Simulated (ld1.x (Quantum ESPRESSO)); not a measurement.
# u(r) = r·R(r): atom against pseudo-atom (phosphorus)

Columns: radius, all-electron u(r) and pseudo u(r) of the 3s shell (level -13.97 eV) of phosphorus in the configuration [Ne] 3s2 3p3; PBE, scalar-relativistic, PAW scheme, ld1.x (Quantum ESPRESSO) 7.5.

```
r (bohr)  all-electron  pseudo
   0.108        0.0952  0.0854
   0.215       -0.2233  0.1690
   0.322       -0.3693  0.2509
   0.430       -0.3355  0.3308
   0.538       -0.1963  0.4070
   0.645       -0.0162  0.4780
   0.752        0.1676  0.5437
   0.860        0.3361  0.6038
   0.968        0.4780  0.6568
   1.075        0.5899  0.7017
   1.182        0.6746  0.7383
   1.290        0.7347  0.7663
   1.398        0.7721  0.7848
   1.505        0.7900  0.7937
   1.612        0.7923  0.7928
   1.720        0.7820  0.7820
   1.828        0.7617  0.7617
   1.935        0.7345  0.7345
   2.042        0.7021  0.7021
   2.150        0.6660  0.6660
   2.258        0.6278  0.6278
   2.365        0.5890  0.5890
   2.472        0.5502  0.5502
   2.580        0.5115  0.5115
   2.688        0.4740  0.4740
   2.795        0.4382  0.4382
```

(1) How many radial nodes do the two functions have?

(2) At about which radius was the pseudo-wave matched?

(3) Where does each function peak?

(4) Is the pseudo-wave norm-conserving?

Results:

(1) The all-electron 3s function has n − l − 1 = 2; the pseudo-wave has 0, since the states of the same l below it are removed with the core.

(2) 1.70 bohr, where the columns begin to agree (steps of 0.11 bohr).

(3) Outermost all-electron maximum near 1.61 bohr, pseudo maximum near 1.50 bohr (to the table’s step).

(4) No, it belongs to a PAW set: the norm inside the radius is not constrained, and the difference is carried by the augmentation charge.
